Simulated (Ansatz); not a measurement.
Computed against measured: atomisation enthalpy at 298 K

8 molecules without hydrogen; the atomisation enthalpy at 298 K in kJ/mol, computed less measured. Shapes, held fixed at every level: PBE0-D4/def2-TZVP. Flexible molecules stand in one conformer, not always the lowest. Thermal terms are harmonic and unscaled (PBE0-D4/def2-TZVP); the spin-orbit lowering of the free atoms is taken from their spectra. Programs: Ansatz 0.2.0. Measured values: Active Thermochemical Tables, NIST-JANAF tables.

Levels: A = wB97X-V/def2-TZVPP; B = B2PLYP/def2-TZVPP; C = CCSD/def2-TZVPP; D = CCSD(T)/CBS estimate.

```
                        molecule  from tabulated heats    A    B     C    D
           CO (SMILES [C-]#[O+])                  1077   -9  -11   -65   -5
            CO2 (carbon dioxide)                  1609   -1   -4  -111   -8
             N2O (nitrous oxide)                  1112  +17  +14  -144  -10
AlClF2 (SMILES [F][Al]([F])[Cl])                  1609  -13  -29   -75  +10
    BClF2 (chlorodifluoroborane)                  1736   -2  -11   -80   -5
    SiF4 (silicon tetrafluoride)                  2382  -36  -51  -117   -2
    PF5 (pentafluorophosphorane)                  2308  -10  -61  -161   -6
            S8 (cyclooctasulfur)                  2115  +28  -97  -336   +7
```

(1) Sum up the errors.

## Answers

(1) 
```tsv
level	kind	mean error	mean absolute error	worst case
wB97X-V/def2-TZVPP	range-separated hybrid	-3.2	14.5	SiF4
B2PLYP/def2-TZVPP	double hybrid	-31.2	34.8	S8
CCSD/def2-TZVPP	coupled cluster or CI	-136.1	136.1	S8
CCSD(T)/CBS estimate	coupled cluster or CI	-2.4	6.6	N2O
```

On this set CCSD(T)/CBS estimate has the smallest mean absolute error and CCSD/def2-TZVPP the largest. wB97X-V/def2-TZVPP is too low in 6 of 8; B2PLYP/def2-TZVPP is too low in 7 of 8; CCSD/def2-TZVPP is too low in 8 of 8; CCSD(T)/CBS estimate is too low in 6 of 8. The heats of AlClF2, PF5 come from older tables and can be uncertain by 10 kJ/mol or more. Heats of the atoms come from ATcT where it has them, that of boron, 570 kJ/mol, from recent work. The levels differ in basis as well as in method. The tabulated value of BClF2 is in doubt (older tables, estimates, or at odds with other calculations) and kept here. Over the 7 molecules whose values aren't doubted the mean absolute errors are A 16.3; B 38.1; C 144.1; D 6.9. Correlated wave functions converge slowly with the basis. CCSD also lacks the triples, which bind further. The CBS estimate extrapolates MP2 from def2-TZVPP and def2-QZVPP and adds CCSD(T) − MP2 in the triple-zeta set, cores frozen. The set is small.
